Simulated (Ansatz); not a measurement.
Job for Ansatz (a program for electronic structure): R-BLYP/def2-TZVPP on CH4BFO (SMILES CB(O)F), a point of a torsion scan.

Ansatz 0.2 input:
```yaml
crystal:
  periodic: [false, false, false]
  atoms:
    - {symbol: C, position_ang: [-0.96833877, -0.16476692, -0.04157643]}
    - {symbol: B, position_ang: [0.50720451, 0.41920959, 0.01239502]}
    - {symbol: O, position_ang: [1.58511056, -0.05884862, -0.63122509]}
    - {symbol: F, position_ang: [0.73273997, 1.46775465, 0.80997273]}
    - {symbol: H, position_ang: [-1.66334827, 0.60180887, -0.37581509]}
    - {symbol: H, position_ang: [-1.06541007, -1.01936288, -0.70394125]}
    - {symbol: H, position_ang: [-1.29648926, -0.46268754, 0.95183896]}
    - {symbol: H, position_ang: [1.89684918, -0.95079613, -0.53745929]}
basis:
  gaussian:
    orbitals: def2-TZVPP
hamiltonian:
  xc: {name: BLYP}
scf: {lower_state_search: off}
```

It printed:

```
WARN ansatz: RAYON_NUM_THREADS=1 ignored (pool sized by the plan → 1); use --threads N
Functional definition: BLYP
these checks for a lower state are left out or cut short: stability, starts, cluster_reference, orbital_swaps, neighbouring_geometries, increment
integrals: 0.07 GiB planned
892 factors; their error is unknown
mean field: 0.60 GiB planned
mean field evaluation 1: about -6532.7981 eV, gradient 8.8e1 eV
mean field evaluation 2: about -6503.1276 eV, gradient 1.4e2 eV
mean field evaluation 4: about -6546.7021 eV, gradient 1.2e1 eV
mean field evaluation 8: about -6546.9506 eV, gradient 1.5e-1 eV
mean field evaluation 16: about -6546.9362 eV, gradient 1.6e-4 eV
mean field -6546.93623175 eV, -240.5954688442 hartree, gradient 3.5e-6 eV, S^2 0.000000; 0 other end points of the search recorded, 0 dependent functions left out
reference -6546.93655648 eV, -240.5954807778 hartree; 16, 16 occupied and 164, 164 virtual orbitals, 892 factors
Total energy: -6546.93655648 eV, -240.5954807778 hartree
Checks for a lower state left out: stability, starts, cluster_reference, orbital_swaps, neighbouring_geometries, increment
```

The calculation finished and met its thresholds.

Cost: around 1.7 core-seconds (rough).
